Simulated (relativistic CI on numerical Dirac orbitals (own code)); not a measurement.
**L2,3 absorption of nickel in several valence states**

Computed multiplet spectra 2p⁶3dⁿ → 2p⁵3dⁿ⁺¹ (Dirac-Coulomb-Breit ions, Slater integrals scaled by 0.9, an assumed crystal field that grows with the charge, no charge transfer; 300 K; Lorentzian 0.4 eV and Gaussian 0.3 eV FWHM at both edges, so that L2 comes out sharper than in experiment). Peaks over 5 % are given in eV from the highest peak in the L3 region of each spectrum (height, largest 100). S of the lowest state is read from ⟨S²⟩, and the branching ratio is the share of L3, cut at the minimum between the edges.

Field parameters in Wybourne normalisation: Td as Oh with Dq negative (B⁴₀ = 21Dq, B⁴₄ = √(5/14) B⁴₀). The field is a parameter set, without covalency.

- Ni²⁺ (d8, Td, 10Dq = -7300 cm⁻¹): S = 1.00, branching ratio 0.90; peaks 0.0 (100), 0.5 (73), 2.8 (19), 18.4 (7), 19.0 (13)
- Ni³⁺ (d7, Td, 10Dq = -9400 cm⁻¹): S = 1.50, high spin, branching ratio 0.75; peaks 0.0 (100), 0.5 (84), 1.4 (66), 2.8 (30), 3.6 (22), 4.8 (12), 5.5 (12), 17.1 (14), 17.8 (29), 18.6 (49), 20.9 (8), 21.4 (9), 22.5 (6)
- Ni⁴⁺ (d6, Td, 10Dq = -11550 cm⁻¹): S = 2.00, high spin, branching ratio 0.76; peaks -4.2 (14), -1.7 (58), -0.6 (97), 0.0 (100), 1.4 (60), 3.6 (35), 5.7 (13), 14.8 (14), 16.3 (33), 17.3 (25), 17.8 (29), 18.5 (30), 20.3 (11), 21.6 (9), 22.5 (7)

The centroid of the whole edge, which also moves with the branching ratio, lies at 856.8 (Ni²⁺), 862.6 (Ni³⁺), 865.9 (Ni⁴⁺) eV in this ionic model, in steps of 3.3 to 5.8 eV. Compounds show about 1 to 2 eV a unit and lower energies for the high valences, since ligands screen the charge. The multiplet shape follows the d count and the spin state, and so serves as a fingerprint of valence.
